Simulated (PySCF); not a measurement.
A calculated (UHF, PySCF 2.14, x2c-TZVPPall, scalar relativity by spin-free X2C-1e) atom or ion has these occupied shells.

```csv
shell,electrons,orbital energy (eV),"rms radius, mean of both spins (bohr)"
1s,2,-91062.7,0.0178
2s,2,-16541.8,0.0718
2p,6,-14228.2,0.0664
3s,2,-4087.6,0.183
3p,6,-3413.5,0.186
3d,10,-2698.8,0.170
4s,2,-999.82,0.400
4p,6,-774.25,0.427
4d,10,-503.64,0.452
5s,2,-209.81,0.890
4f,14,-207.39,0.480
5p,6,-143.61,1.01
5d,10,-63.653,1.30
6s,2,-42.954,2.18
```

Q: Name the element and its charge.

A: Bi³⁺ (bismuth, charge +3), in [Xe] 4f14 5d10 6s2, closed-shell 1S.
